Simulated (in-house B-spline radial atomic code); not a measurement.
How numerical settings move a run on B II (B+), [He] 2s2. Computed with an all-electron radial atomic-structure program (B-spline basis): non-relativistic LDA VWN5, spherical fractional occupations, point nucleus.

Command:
```bash
python run_scf.py task.json out
```
Settings of the sound reference run:
```
Z                5
electrons        4
configuration    [He] 2s2
hamiltonian      nr
method           lda,vwn
spin_polarised   False
knot_spacing     0.22
spline_order     8
gauss_points     12
box_radius       35.29
max_iterations   70
damping          0.5
damped_steps     3
diis_vectors     10
tolerance        1e-08
start            Thomas-Fermi
```

Cost of the run: 0.21 s on 1 thread of Arm Neoverse N1, with other jobs on the host.

It converges in 8 iterations to -24.038275 hartree, with 2s at -19.407 eV. The other runs change the listed settings, some to values that make no sense; their results aren't properties of the atom or ion. Radii are in bohr (the nuclear one in fm), a minus after a letter asks for a j subshell, and «unchanged» means within 1e-8 hartree. The run stops when the residual is below 10 × tolerance × max(1, Z/10), or a noise floor if that is larger, and the energy moves by less than 1e-8 × √|E| hartree; so very loose and very tight tolerances often act alike.

```tsv
changed settings	outcome
gauss_points = 4, max_iterations = 100, tolerance = 1e-13	converged in 9 iterations, energy -1.31e-08 hartree from the reference
electrons = 5, configuration = [He] 2s2 3s-1, max_iterations = 100	stopped with error: j subshells need the Dirac Hamiltonian and l > 0
damping = 0	converged in 7 iterations, energy unchanged
damping = 0.8	converged in 8 iterations, energy unchanged
knot_spacing = 0.55	converged in 8 iterations, energy +7.95e-05 hartree from the reference, 2s level -7.0e-04 eV
knot_spacing = 1	converged in 8 iterations, energy +1.41e-02 hartree from the reference, 2s level -8.1e-03 eV
damping = 0.2	converged in 7 iterations, energy unchanged, 2s level -9.4e-07 eV
electrons = 5, configuration = [He] 2s2 2f1, max_iterations = 50	stopped with error: there is no 2f shell
gauss_points = 4, max_iterations = 5	not converged after 5 iterations, last residual 5.4e-04, last energy +9.65e-06 hartree from the reference
knot_spacing = 2	converged in 7 iterations, energy +7.84e-01 hartree from the reference, 2s level +7.0e-02 eV (the program warns: 1s reaches the box edge)
gauss_points = 16, max_iterations = 75, damping = 0.95, damped_steps = 0	converged in 6 iterations, energy unchanged
knot_spacing = 1.4, max_iterations = 50, damping = 0.8, damped_steps = 8, start = bare nucleus	converged in 13 iterations, energy +1.88e-01 hartree from the reference, 2s level -1.6e-02 eV (the program warns: 1s reaches the box edge)
```

Problem. What happens with knot_spacing = 0.4?

Solution. Converged in 8 iterations, energy +5.55e-07 hartree from the reference, 2s level +1.2e-06 eV.

Problem. What happens with knot_spacing = 0.75?

Solution. Converged in 8 iterations, energy +3.53e-03 hartree from the reference, 2s level -3.9e-03 eV.

Problem. What happens with first_knot = 0.02, max_iterations = 100, damping = 0.8, damped_steps = 8, tolerance = 0.0001?

Solution. Converged in 12 iterations, energy unchanged, 2s level -6.1e-06 eV.

Problem. What happens with knot_spacing = 0.3?

Solution. Converged in 8 iterations, energy +1.06e-08 hartree from the reference.
